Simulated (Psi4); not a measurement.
CH10Ge2OSi (SMILES CO[SiH]([GeH3])[GeH3]), singlet, geometry from GFN2-xTB; Psi4 with PBE/6-31G*.

The Psi4 input:
```
memory 2 GB

molecule {
0 1
  Si   -0.46607962   -0.09352228   -0.53167619
  Ge    0.30993102    2.08730156   -0.38783391
  Ge    0.95482174   -1.73839814    0.36138382
  O    -1.83109665   -0.00982673    0.34023192
  C    -2.61813272   -1.09447240    0.72027610
  H    -0.76530226   -0.48649788   -1.91995074
  H     0.72574678    2.63401061   -1.72047146
  H    -0.62613546    3.12261138    0.15065501
  H     1.55053466    2.25743564    0.43913277
  H     0.74963182   -3.12530414   -0.18500856
  H     0.84582839   -1.95866670    1.84547393
  H     2.42192096   -1.51239153    0.16055668
  H    -3.21643580   -1.44594359   -0.12322712
  H    -1.99376432   -1.92176916    1.07575540
  H    -3.28142874   -0.77363354    1.52344143
}

set basis 6-31g*

energy('pbe')
print_variables()
```

Output, abridged:

```
   => Loading Basis Set <=

    Name: 6-31G*
    Role: ORBITAL
    Keyword: BASIS

         ---------------------------------------------------------
                                   SCF
               by Justin Turney, Rob Parrish, Andy Simmonett
                          and Daniel G. A. Smith
                              RKS Reference
         ---------------------------------------------------------

  ==> Geometry <==

    Molecular point group: c1
    Full point group: C1

    Geometry (in Angstrom), charge = 0, multiplicity = 1:

       Center              X                  Y                   Z               Mass
    ------------   -----------------  -----------------  -----------------  -----------------
         SI          -0.541487705443    -0.124606925258    -0.524717161311    27.976926534650
         GE           0.234522934557     2.056216914742    -0.380874881311    73.921177761000
         GE           0.879413654557    -1.769482785258     0.368342848689    73.921177761000
         O           -1.906504735443    -0.040911375258     0.347190948689    15.994914619570
         C           -2.693540805443    -1.125557045258     0.727235128689    12.000000000000
         H           -0.840710345443    -0.517582525258    -1.912991711311     1.007825032230
         H            0.650338694557     2.602925964742    -1.713512431311     1.007825032230
         H           -0.701543545443     3.091526734742     0.157614038689     1.007825032230
         H            1.475126574557     2.226350994742     0.446091798689     1.007825032230
         H            0.674223734557    -3.156388785258    -0.178049531311     1.007825032230
         H            0.770420304557    -1.989751345258     1.852432958689     1.007825032230
         H            2.346512874557    -1.543476175258     0.167515708689     1.007825032230
         H           -3.291843885443    -1.477028235258    -0.116268091311     1.007825032230
         H           -2.069172405443    -1.952853805258     1.082714428689     1.007825032230
         H           -3.356836825443    -0.804718185258     1.530400458689     1.007825032230

  Running in c1 symmetry.

  Rotational constants: A =      0.06150  B =      0.02571  C =      0.01907 [cm^-1]
  Rotational constants: A =   1843.74011  B =    770.74731  C =    571.76517 [MHz]
  Nuclear repulsion =  731.594168692508674

  Charge       = 0
  Multiplicity = 1
  Electrons    = 102
  Nalpha       = 51
  Nbeta        = 51

  ==> Algorithm <==

[...]
   @DF-RKS iter   6: -4561.32502659655893   -1.31877e-01   5.53286e-04 ADIIS/DIIS
   @DF-RKS iter   7: -4561.32804933840725   -3.02274e-03   1.84919e-04 ADIIS/DIIS
   @DF-RKS iter   8: -4561.32835722692744   -3.07889e-04   5.16298e-05 DIIS
   @DF-RKS iter   9: -4561.32838984638329   -3.26195e-05   7.37774e-06 DIIS
   @DF-RKS iter  10: -4561.32839043227341   -5.85890e-07   2.54237e-06 DIIS
   @DF-RKS iter  11: -4561.32839050453276   -7.22594e-08   5.41198e-07 DIIS
  Energy and wave function converged.

  ==> Post-Iterations <==

   Electrons on quadrature grid:
      Ntotal   =  101.9999393390 ; deviation = -6.066e-05

    Orbital Energies [Eh]
    ---------------------

    Doubly Occupied:

[...]
    Virtual:

[...]
     139A     86.228407

    Final Occupation by Irrep:
              A
    DOCC [    51 ]
    NA   [    51 ]
    NB   [    51 ]

  @DF-RKS Final Energy: -4561.32839050453276

   => Energetics <=

    Nuclear Repulsion Energy =            731.5941686925086742
    One-Electron Energy =               -7809.7429210601967497
    Two-Electron Energy =                2712.5674104008403447
    DFT Exchange-Correlation Energy =    -195.7470485376852025
    Empirical Dispersion Energy =           0.0000000000000000
    VV10 Nonlocal Energy =                  0.0000000000000000
    Total Energy =                      -4561.3283905045327629

Computation Completed

Properties will be evaluated at   0.000000,   0.000000,   0.000000 [a0]

Properties computed using the SCF density matrix

 Multipole Moments:

 ------------------------------------------------------------------------------------
     Multipole            Electronic (a.u.)      Nuclear  (a.u.)        Total (a.u.)
 ------------------------------------------------------------------------------------

 L = 1.  Multiply by 2.5417464519 to convert [e a0] to [Debye]
 Dipole X            :         14.1287504          -14.5350639           -0.4063135
 Dipole Y            :          5.6362419           -5.9916289           -0.3553870
 Dipole Z            :         -1.3544446            1.3413667           -0.0130779
 Magnitude           :                                                    0.5399645

 ------------------------------------------------------------------------------------

  Variable Map:
  ----------------------------------------------------------------------------
[...]
  Array Variable Map:
  ----------------------------------------------------------------------------
[...]
[...]
```
